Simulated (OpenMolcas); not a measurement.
A calculation on Ag⁵⁺.

```json
{
  "Program": "OpenMolcas",
  "Method": "MS-CASPT2, IPEA 0.25 Eh, imaginary shift 0.1 Eh (closed shells correlated: 4s 4p)",
  "Basis": "ANO-RCC-VTZP [7s6p4d2f1g]",
  "Scalar Hamiltonian": "DKH2, point nucleus",
  "Active space": "6 electrons in 5 orbitals (4d)",
  "State averaging": "2S+1 = 5 even, 5 roots; 2S+1 = 3 even, 45 roots kept (CI in the orbitals of an earlier block); 2S+1 = 1 even, 50 roots kept (CI in the orbitals of an earlier block)",
  "Spin-orbit coupling": "RASSI with atomic mean-field integrals over the reference wave functions, term energies averaged over their components"
}
```

Problem. Which level of the active space comes out lowest?

Solution. 4d⁶ ⁵D₄, with 97 % of that term; it is also the measured ground level.

Problem. How high does 4d⁶ ³F₂(1) lie?

Solution. 26500 cm⁻¹ above the lowest level; measured 25306 cm⁻¹ above the ground level, so the calculation is off by +5 %.

Problem. How high does 4d⁶ ⁵D₁ lie?

Solution. 4790 cm⁻¹ above the lowest level; measured 4941 cm⁻¹ above the ground level, so the calculation is off by -3 %.

Problem. How high does 4d⁶ ³F₃(1) lie?

Solution. 25600 cm⁻¹ above the lowest level; measured 24441 cm⁻¹ above the ground level, so the calculation is off by +5 %.

Problem. The level at 21910 cm⁻¹ has J = 4. What is it made of, and what is its g factor?

Solution. 35 % 4d⁶ ³H₄, 30 % 4d⁶ ³F(1), 22 % 4d⁶ ³G; g = 1.023, against 0.800 from Landé's formula for the pure leading term.

Measured values: the list in Gamrath, thesis, University of Mons (2023).

Term energies are means over components that CASPT2 splits; among the terms shown or strongly mixed into the levels shown the widest spread is 330 cm-1 (4d⁶ ³G). Terms from blocks run as CI alone lack orbitals of their own. Computed and measured levels are paired by configuration, term and J; levels that our copy of the source lacks, or whose pairing is in doubt (as where it misses far off the trend of its configuration), stay unpaired and out of the deviations. Levels of configurations outside the active space are missing.

A number in round brackets counts repeated terms of one configuration in the order of the reference energies.
